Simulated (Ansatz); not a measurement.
Reaction (redistribution): `[CH3][Sc]([CH3])[Cl]` + `[O]=[W](=[O])([F])[Cl]` → `[CH3][Sc]([F])[Cl]` + `[CH3][W](=[O])(=[O])[Cl]`

Gas-phase electronic energies from Ansatz, PBE0-D4/def2-TZVP geometries. CCSD(T)/CBS is the MP2 limit (def2-TZVPP, def2-QZVPP) plus CCSD(T) − MP2 in def2-TZVPP, frozen cores. Functionals use def2-TZVPP. HSE06 is defined as in plane-wave codes. def2 core potentials past Kr. For Sc, W outer-core shells are correlated without core-valence functions, which leaves a few kJ/mol of doubt a bond. Scalar relativity is left out up to krypton.

```csv
level,ΔE (kJ/mol)
PBE-D4,-125.3
r2SCANh-D4,-124.7
r2SCAN0-D4,-126.8
HSE06-D4,-127.1
BHLYP-D4,-130.9
BLYP,-123.2
BHLYP,-128.9
SCS-MP2/def2-QZVPP,-130.9
```

Question: What does CCSD(T)/CBS give? (An estimate is asked.)

Answer: Computed: -129.3 kJ/mol. The listed levels differ from it by 4.0, 4.6, 2.5, 2.2, -1.6, 6.1, 0.4, -1.6 kJ/mol.

Largest T1 diagnostic among the species: 0.023, so the coupled-cluster value is less sure than usual.

From BLYP to BHLYP (50 % exact exchange), in def2-TZVPP and without D4, ΔE moves by −5.7 kJ/mol. At CCSD(T), def2-SVP lies −16.5 kJ/mol from the extrapolated value and def2-TZVPP −5.3 kJ/mol. Leaving LDA and LC-ωPBE aside and taking each functional with its dispersion term where it has one, the values, not all of them listed here, spread over 13.4 kJ/mol, from PBE-QIDH to B97M-V. LDA lies −5.3 kJ/mol from PBE without D4.
